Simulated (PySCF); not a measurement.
A structure optimised at PBE-D3(BJ)/def2-SVPD, used in a PySCF frequency run:

```xyz
6

O      0.0000    -1.1790    -0.7314
B      0.0000     0.0000     0.1077
O      0.0000     1.1790    -0.7314
O      0.0000     0.0000     1.4172
H      0.0000    -1.9058    -0.0870
H      0.0000     1.9058    -0.0870
```
Charge -1, spin multiplicity 1.

Question: Write its SMILES, formula and point group.

Answer: [O-]B(O)O, BH₂O₃, C2v

Question: What are its rotational constants (standard atomic weights)?

Answer: 10.232, 9.7561, 4.9942 GHz
